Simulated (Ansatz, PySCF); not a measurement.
C3H5ClSi, SMILES C=C=C[SiH2]Cl.

Geometry: PBE0-D3(BJ)/def2-SVP. The structure was generated by enumeration, and PubChem lists no compound with its InChIKey, so it may never have been made. One conformer was computed; it need not be the lowest.

Vertical ionisation energy (IE) and electron affinity (EA) in eV. Rows of orbital energies are one-electron estimates. Where ΔSCF, EOM or ADC give a negative EA the extra electron is unbound and the value depends on the basis.

```csv
level,IE,EA
"−ε(HOMO), −ε(LUMO), PBE0/def2-TZVP (PySCF)",7.75,0.74
"−ε(HOMO), −ε(LUMO), PBE/def2-TZVP (PySCF)",6.59,1.69
"ΔSCF, PBE0/def2-SVPD (Ansatz), final states of multiplicity 2 and 2",9.76,-0.81
"ΔSCF, PBE/def2-SVPD (Ansatz), final states of multiplicity 2 and 2",9.47,-0.67
```

What vertical singlet–triplet gap does ΔSCF give with PBE0/def2-SVPD (Ansatz, a first-principles code) and with PBE/def2-SVPD (Ansatz)? (Estimate from the structure and the level; the computed values follow.)

4.45 and 4.52 eV (triplet above singlet where positive).
